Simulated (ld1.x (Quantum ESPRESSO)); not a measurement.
**Configuration tests for Ru (PAW)**

```json
{
 "Element": "Ru",
 "Generator": "ld1.x (Quantum ESPRESSO) 7.5",
 "Type": "PAW",
 "Functional": "LDA (PZ)",
 "Relativity": "scalar-relativistic",
 "Frozen core": "[Ar] 3d10 4s2",
 "Valence charge": "14",
 "Reference configuration": "4p6 4d7 5s1 5p0",
 "Partial waves": "5s (bound): rcut 2.20, rcutus 2.95 bohr; 5s channel at 3.25 Ry: rcut 2.20, rcutus 2.95 bohr; 4p (bound): rcut 1.65, rcutus 1.95 bohr; 5p (bound, empty): rcut 1.65, rcutus 1.95 bohr; 4d (bound): rcut 2.25, rcutus 2.55 bohr; 4d channel at 1.5 Ry: rcut 2.25, rcutus 2.55 bohr; 4f channel at 0.4 Ry: rcut 2.20, rcutus 2.80 bohr; 4f channel at 2.1 Ry: rcut 2.20, rcutus 2.80 bohr",
 "Local potential": "all-electron potential smoothed inside 2.05 bohr (lloc = -2)",
 "Core correction": "Bessel-smoothed model core, default radius (core density twice the valence density)",
 "Augmentation charge": "BG, radius 1.40 bohr"
}
```

Energies are relative to the spin-unpolarised reference configuration 4p6 4d7 5s1 5p0; without spin polarisation the order of configurations can differ from experiment. Spin-polarised rows fill each open shell by Hund’s rule, majority spin first.

```tsv
valence configuration	charge	ΔE all-electron (eV)	error AE − PS (meV)
4p6 4d7 5s0 5p0	+1	7.613	+25
4p6 4d6 5s0 5p0	+2	26.051	-1.4
4p6 4d5 5s0 5p0	+3	56.899	-23
4p6 4d7 5s0.5 5p0	+0.5	3.016	+8.1
4p6 4d7 5s0 5p1	0	3.585	+9.4
4p5 4d7 5s1 5p0	+1	52.514	-55
4p6 4d8 5s0 5p0	0	-0.267	+27
4p6 4d7 5s1 5p0 (spin-polarised)	0	-1.649	-2.1
4p6 4d7 5s0 5p0 (spin-polarised)	+1	6.365	+24
```

Levels in the configuration 4p5 4d7 5s1 5p0:

```json
{"level": "4p", "all-electron (eV)": "-58.996", "pseudo (eV)": "-59.059"}
{"level": "4d", "all-electron (eV)": "-16.521", "pseudo (eV)": "-16.495"}
{"level": "5s", "all-electron (eV)": "-12.287", "pseudo (eV)": "-12.340"}
```
